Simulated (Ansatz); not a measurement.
HO$_{4}$Re (SMILES [O]=[Re](=[O])(=[O])[OH]), singlet, geometry from GFN2-xTB (such geometries of metal compounds can be far from the true shape) (core potentials on Re); B3LYP/def2-SVP run with Ansatz (a program for electronic structure).

The Ansatz input:
Ansatz 0.2 input:
```yaml
crystal:
  periodic: [false, false, false]
  atoms:
    - {symbol: Re, position_ang: [0.00720066, -0.00566485, -0.00452696]}
    - {symbol: O, position_ang: [0.99984338, 0.87729986, -1.01190406]}
    - {symbol: O, position_ang: [1.02680502, -0.75889430, 1.07844451]}
    - {symbol: O, position_ang: [-0.61787859, -1.22670310, -0.95221699]}
    - {symbol: O, position_ang: [-1.23740653, 0.97348381, 0.77794252]}
    - {symbol: H, position_ang: [-1.91095539, 1.50337347, 1.20139455]}
basis:
  gaussian:
    orbitals: def2-SVP
hamiltonian:
  xc: b3lyp
```

Output, abridged:

```
Functional definition: B3LYP
951 factors; their error is unknown
mean field evaluation 1: about -10307.8509 eV, gradient 1.2e2 eV
mean field evaluation 2: about -10160.2763 eV, gradient 2.9e2 eV
mean field evaluation 4: about -10330.4884 eV, gradient 2.4e1 eV
mean field evaluation 8: about -10331.5224 eV, gradient 2.9e-1 eV
mean field evaluation 16: about -10331.5876 eV, gradient 2.1e-4 eV
mean field -10331.58757191 eV, -379.6788402660 hartree, gradient 2.1e-5 eV, S^2 0.000000; 0 other end points of the search recorded, 0 dependent functions left out
reference -10331.58783660 eV, -379.6788499933 hartree; 24, 24 occupied and 69, 69 virtual orbitals, 951 factors
Total energy: -10331.58783660 eV, -379.6788499933 hartree
```
